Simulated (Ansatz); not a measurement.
Cost and result up the ladder for Li9O5 (14 atoms). Total charge 0; doublet. Geometry: PBE-D4/def2-SVP.

```
atom   x (Å)   y (Å)   z (Å)
 Li1  -2.028   0.685  -0.379
 Li2  -0.666  -0.985  -2.249
 Li3   2.254   0.896   0.768
 Li4   0.213   2.051  -1.489
 Li5   0.199  -0.581   2.085
 Li6  -0.429   1.709   1.266
 Li7   1.374  -2.141   0.009
 Li8   0.239  -0.013  -0.223
 Li9  -1.393  -1.606   0.434
 O10  -0.937   0.721  -1.801
 O11   1.687  -0.764   1.101
 O12  -0.186  -1.972  -0.841
 O13   0.944   1.929   0.134
 O14  -1.270   0.072   1.185
```

Ansatz on 4 threads of Arm Neoverse V2 on a shared host. Times are rough, and most runs start from the orbitals of an earlier one. CAM-B3LYP-D4/def2-TZVP serves as the yardstick here, not as an exact answer. Differences are given only for rows in sets of like size (and for xTB, whose basis is part of the method), since another set adds its own error. Binding counts from free atoms at the same level (Li doublet, O triplet; other spins of the atoms weren't run), without zero-point energy or a counterpoise term.

LC-ωPBE has ω = 0.4 bohr⁻¹. Correlated methods freeze 5 core orbitals; core or outer-core shells of Li are correlated, in sets that lack core-valence functions. The structure comes from a short search, and lower isomers may exist.

Correlated methods converge slowly with the basis.

```csv
level,functions,wall time,binding energy per atom (eV),difference from CAM-B3LYP-D4/def2-TZVP (eV)
PBE-D4/def2-SVP,151,6 s,3.52,–
PBE0-D4/def2-SVP,151,7.5 s,3.29,–
PBE-D4/def2-TZVP (with forces),281,11 s,3.38,0.07
PBE0-D4/def2-TZVP,281,17 s,3.16,-0.15
MP2/def2-TZVP,281,18 s,3.16,-0.14
r2SCAN-D4/def2-TZVP,281,21 s,3.29,-0.02
RPA@PBE/def2-TZVP,281,25 s,2.91,-0.40
LC-ωPBE/def2-TZVP,281,32 s,3.17,-0.14
CAM-B3LYP-D4/def2-TZVP,281,60 s,3.31,0.00
B2PLYP/def2-TZVP,281,85 s,3.24,-0.07
```
